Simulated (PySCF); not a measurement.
Start geometry of `Br[SiH]1SCCS1` from GFN2-xTB (Å):
```
atom  x, y, z in Å
Br1    3.3043   -0.0018    1.3304
Si2    1.7274   -0.0536   -0.2480
S3     0.3953    1.6360   -0.2319
C4    -0.9992    0.7086    0.3831
C5    -1.1220   -0.6633   -0.2688
S6     0.3603   -1.6477    0.1067
H7     2.4101   -0.1475   -1.5242
H8    -1.8910    1.3117    0.1296
H9    -0.9524    0.6319    1.4907
H10   -1.2206   -0.5804   -1.3316
H11   -1.9742   -1.2197    0.1484
```

Question: What comes out of this run: PBE0-D3(BJ)/def2-SVP geometry optimisation, gas phase (PySCF 2.14.0)?

Answer: 
```
atom  x, y, z in Å
Br1    3.252   -0.711    1.056
Si2    1.796   -0.569   -0.628
S3     0.474    1.102   -0.522
C4    -0.890    0.134    0.228
C5    -1.103   -1.167   -0.514
S6     0.413   -2.199   -0.532
H7     2.625   -0.497   -1.857
H8    -1.785    0.771    0.160
H9    -0.670   -0.044    1.292
H10   -1.421   -0.980   -1.550
H11   -1.871   -1.778   -0.014
```

The energy falls by 2.0 kcal/mol over 13 energy and gradient evaluations, the largest force component goes from 0.0250 to 4.1e-04 Eh/bohr, and the atoms move by 0.156 Å rms after alignment. The bond that changes most is S3–C4 (ends: sulfur bonded to C and Si; sp3 carbon bound to sulfur), which lengthens by 0.049 Å. Bonds longer at the end by more than 0.005 Å: 5 of 11; shorter: 4. Among the angles that change most is C4–C5–S6, from 109.5° to 111.9°. Among the dihedrals that turn most is H7–Si2–S6–C5, from -103° to -116°. Rotational constants go from 2228, 787.4, 638.4 to 2119, 804.7, 659.0 MHz. The orientation of the end geometry is arbitrary; only internal coordinates are fixed.

The run used 139 basis functions and 76 SCF cycles in all. The run took 2.1 min wall on an Arm Neoverse V1 with one thread, on a shared host, and the process peaked at 0.58 GiB of memory.

No frequency check. One conformer, not necessarily the lowest.
